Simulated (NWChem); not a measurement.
System meant: MgSiH₃Br; SMILES [SiH3][Mg][Br]

The following NWChem deck was run.

```
start job
memory heap 200 mb stack 900 mb global 1100 mb
geometry units angstroms noautoz
  Mg     0.084489    -0.413686     0.000056
  Br     0.519266     1.918496     0.000834
  Si    -0.380876    -2.939077    -0.000727
  H     -1.025833    -3.399131    -1.286544
  H     -1.307654    -3.348547     1.119274
  H      0.883913    -3.748017     0.164570
end
basis spherical
  * library def2-svp
end
dft
  odft
  mult 2
  xc b3lyp
  iterations 150
  mulliken
end
task dft energy
```

End of the output:

```
 Summary of "ao basis" -> "" (spherical)
 ------------------------------------------------------------------------------
       Tag                 Description            Shells   Functions and Types
 ---------------- ------------------------------  ------  ---------------------
 *                          def2-svp                  on all atoms

                                 NWChem DFT Module
                                 -----------------

 Summary of "ao basis" -> "ao basis" (spherical)
 ------------------------------------------------------------------------------
       Tag                 Description            Shells   Functions and Types
 ---------------- ------------------------------  ------  ---------------------
 Mg                         def2-svp                 8       18   4s3p1d
 Br                         def2-svp                12       32   5s4p3d
 Si                         def2-svp                 8       18   4s3p1d
 H                          def2-svp                 3        5   2s1p

 Summary of "ao basis" -> "ao basis" (spherical)
 ------------------------------------------------------------------------------
       Tag                 Description            Shells   Functions and Types
 ---------------- ------------------------------  ------  ---------------------
 Mg                         def2-svp                 8       18   4s3p1d
 Br                         def2-svp                12       32   5s4p3d
 Si                         def2-svp                 8       18   4s3p1d
 H                          def2-svp                 3        5   2s1p

  number of electrons :                   64
  multiplicity        :                    2
 ------------------------------------------------------------------------
  no. of electrons and multiplicity not compatible                  64
 ------------------------------------------------------------------------
 ------------------------------------------------------------------------
  current input line :
    21: task dft energy
 ------------------------------------------------------------------------
 ------------------------------------------------------------------------
 There is an error in the input file
 ------------------------------------------------------------------------
 For more information see the NWChem manual at https://nwchemgit.github.io

0: no. of electrons and multiplicity not compatible:Received an Error in Communication
```

Task: Find the fault in this run and fix the input.

Result: The input was rejected before any calculation. Cause: the multiplicity doesn't fit the number of electrons (an even count wants an odd multiplicity, and the reverse). This input runs:
```
start job
memory heap 200 mb stack 900 mb global 1100 mb
geometry units angstroms noautoz
  Mg     0.084489    -0.413686     0.000056
  Br     0.519266     1.918496     0.000834
  Si    -0.380876    -2.939077    -0.000727
  H     -1.025833    -3.399131    -1.286544
  H     -1.307654    -3.348547     1.119274
  H      0.883913    -3.748017     0.164570
end
basis spherical
  * library def2-svp
end
dft
  xc b3lyp
  iterations 150
  mulliken
end
task dft energy
```
It converges to -3065.19599 Ha (B3LYP/def2-SVP).
